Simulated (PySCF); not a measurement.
Al(Cl)2(SMe) (CH3AlCl2S), SMILES [Cl][Al]([S]C)[Cl]. Atoms are numbered in the order given.

```xyz
8

Al     0.0130     0.3860     0.0000
Cl     0.9235     2.2711     0.0000
Cl    -2.0852     0.2461     0.0000
S      1.2542    -1.3820     0.0000
C      0.0228    -2.7609     0.0000
H     -1.0100    -2.3908     0.0000
H      0.1926    -3.3715    -0.8966
H      0.1926    -3.3715     0.8966
```

The structure is a stationary point at B3LYP-D3(BJ)/def2-SVP. One conformer was computed; it need not be the lowest.

Computed with M06-2X/def2-TZVP in PySCF.

Symmetry labels are those of the subgroup Cs that the program uses (full group Cs).

Computed valence orbital energies around the gap with their symmetry:
```tsv
orbital	symmetry	energy (eV)
HOMO−7	A'	-12.40
HOMO−6	A'	-11.87
HOMO−5	A"	-11.36
HOMO−4	A'	-11.18
HOMO−3	A"	-10.91
HOMO−2	A'	-10.68
HOMO−1	A'	-9.91
HOMO	A"	-8.77
LUMO	A'	-0.36
LUMO+1	A"	-0.28
LUMO+2	A'	0.71
LUMO+3	A'	2.14
```
